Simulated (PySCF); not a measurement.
Coordinates in bohr (charge 0 multiplicity 1):
```
Hf    0.0532    0.0000   -0.2342
O     3.2190    0.0000    0.7468
F    -1.5981    3.1047    0.7199
F    -1.5981   -3.1047    0.7199
```

All numbers come from PBE0 in PySCF with Hf def2-TZVP with ECP60, O def2-TZVP, F def2-TZVP; scalar-relativistic core potentials, no spin–orbit coupling; density-fitted integrals.

This geometry of HfOF₂ is a stationary point at this level.

Task: What is the point group?

Result: Cs.

Task: Is it a minimum?

Result: Yes: all harmonic wavenumbers are real.

Task: Which band is strongest in the infrared?

Result: 621 cm⁻¹ (a''), 167 km/mol.

Task: What are the dipole moment and the gap between the highest occupied and lowest empty levels?

Result: 5.20 D and 5.12 eV.

Only a few start shapes were tried, so a lower isomer may exist. No spin–orbit coupling is included, which matters more the heavier the element.
